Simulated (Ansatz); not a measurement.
Ga₂As₃, relaxed as a doublet with UKS r2SCAN-D4/def2-SVP in Ansatz, starting from the GFN2-xTB geometry. Force threshold 0.02 eV/Å.

Another isomer (doublet) lies 0.34 eV lower at PBE0-D4/def2-TZVP; other spin states weren't run for this one.

Start:

```xyz
5

Ga    1.934   -1.059    0.172
Ga   -1.027    1.630    1.088
As   -0.714   -1.137    1.011
As    0.701    1.126   -1.030
As   -0.894   -0.560   -1.241
```

```json
{"step": "1", "energy (eV)": "-287245.9162", "largest force component (eV/Å)": "0.821", "SCF passes": "24"}
{"step": "2", "energy (eV)": "-287246.2364", "largest force component (eV/Å)": "0.306", "SCF passes": "31"}
{"step": "3", "energy (eV)": "-287246.2570", "largest force component (eV/Å)": "0.166", "SCF passes": "25"}
{"step": "4", "energy (eV)": "-287246.2626", "largest force component (eV/Å)": "0.124", "SCF passes": "25"}
{"step": "5", "energy (eV)": "-287246.2654", "largest force component (eV/Å)": "0.029", "SCF passes": "24"}
{"step": "6", "energy (eV)": "-287246.2656", "largest force component (eV/Å)": "0.002", "SCF passes": "25"}
```

Force components are those of the run's own axes.

End:

Cartesian coordinates in Å:
```
Ga 1.7573 -0.9244 0.1968
Ga -0.8845 1.4722 1.0157
As -0.6582 -1.0749 1.0224
As 0.7109 1.1079 -0.9492
As -0.9254 -0.5808 -1.2856
```

By distances, no bond broke or formed. The bond that changes most is Ga2–As3, from 2.79 to 2.56 Å (atoms count from 1).

No frequencies were taken in this run, so the end may be a saddle point.

It took 96 s on 4 threads of Intel Xeon on a shared host.
